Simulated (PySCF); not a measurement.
CH6Cl2Si2, SMILES [SiH3]C[SiH](Cl)Cl.

Geometry: r2SCAN-D4/def2-SVP. The values are those of a single conformer.

Computed with PBE/def2-TZVP in PySCF.

Isolated molecule, no solvent.

| Item | Result |
|---|---|
| total energy | -1540.53542 hartree |
| highest occupied level | -7.51 eV |
| lowest empty level | -0.68 eV |
| orbital gap | 6.83 eV |
| dipole moment | 2.02 D |
| quadrupole, principal values (traceless, Buckingham form, about the centre of nuclear charge) | -1.93, -1.71, 3.63 D·Å |
| mean static polarisability | 88.3 bohr³ (13.09 Å³) |
| polarisability, principal values | 80.0, 88.8, 96.1 bohr³ |
